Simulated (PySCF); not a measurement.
**Field gradients at the hydrogen positions**

Compound: C7H10OSi.
Cartesian coordinates in Å at the PBE0-D3(BJ)/def2-SVP level; atoms count from 1:
```xyz
19
C7H10OSi angstrom
C      2.639    2.469    1.102
C      1.822    1.670    0.694
C      0.861    0.758    0.164
C      0.464   -0.354    0.827
C     -0.582   -1.246    0.218
C     -1.917   -1.180    0.973
Si    -0.664   -0.584   -1.564
O      0.115   -1.539   -2.691
C      0.242    1.035   -1.192
H      3.362    3.171    1.475
H      0.878   -0.583    1.815
H     -0.230   -2.294    0.225
H     -2.653   -1.876    0.541
H     -1.792   -1.440    2.036
H     -2.351   -0.168    0.934
H     -2.048   -0.440   -2.093
H      1.063   -1.656   -2.578
H     -0.438    1.903   -1.141
H      1.008    1.293   -1.943
```

Level: PBE0/pcSseg-1 (PySCF, non-relativistic); Q(2H) = 0.00286 b; rigid geometry, the same for H and D, with no vibrational averaging.

Task: Rank these positions by the coupling χzz of a deuteron there, largest first.
A. H12 (methine hydrogen)
B. H13 (methyl hydrogen)
C. H11 (vinylic hydrogen)
D. H16 (Si–H hydrogen)
E. H10 (alkyne hydrogen)
F. H17 (hydroxyl hydrogen)

Result: F (327 kHz), E (231 kHz), C (201 kHz), B (196 kHz), A (192 kHz), D (95 kHz).

Task: Tabulate Vzz, the asymmetry η and χzz = 234.96 MHz × Q × Vzz for every hydrogen position.

Result: 
| atom | bonded to | bond length (Å) | Vzz (au) | η | χzz (kHz) |
| --- | --- | --- | --- | --- | --- |
| H10 | C1 | 1.074 | 0.3441 | 0.00 | 231 |
| H11 | C4 | 1.096 | 0.2985 | 0.05 | 201 |
| H12 | C5 | 1.106 | 0.2852 | 0.04 | 192 |
| H13 | C6 | 1.101 | 0.2913 | 0.03 | 196 |
| H14 | C6 | 1.102 | 0.2891 | 0.03 | 194 |
| H15 | C6 | 1.102 | 0.2885 | 0.04 | 194 |
| H16 | Si7 | 1.488 | 0.1420 | 0.01 | 95 |
| H17 | O8 | 0.961 | 0.4862 | 0.07 | 327 |
| H18 | C9 | 1.104 | 0.2908 | 0.04 | 195 |
| H19 | C9 | 1.102 | 0.2925 | 0.04 | 197 |

Task: Average by the element that carries the hydrogen.

Result: on C: 200 kHz over 8 positions, mean bond length 1.098 Å; on Si: 95 kHz over 1 position, mean bond length 1.488 Å; on O: 327 kHz over 1 position, mean bond length 0.961 Å.

Task: How does χzz go with the bond length over the 8 C–H bonds?

Result: A straight-line fit has a slope of -12.5 kHz for each 0.01 Å, with a correlation coefficient of -0.99, over lengths from 1.074 to 1.106 Å. The longer bonds have the smaller couplings here.

One conformer (not necessarily the lowest) at the PBE0-D3(BJ)/def2-SVP geometry, without solvent, vibrations or thermal averaging. The basis is small and wasn't made for field gradients, so the couplings can be 20 % off.
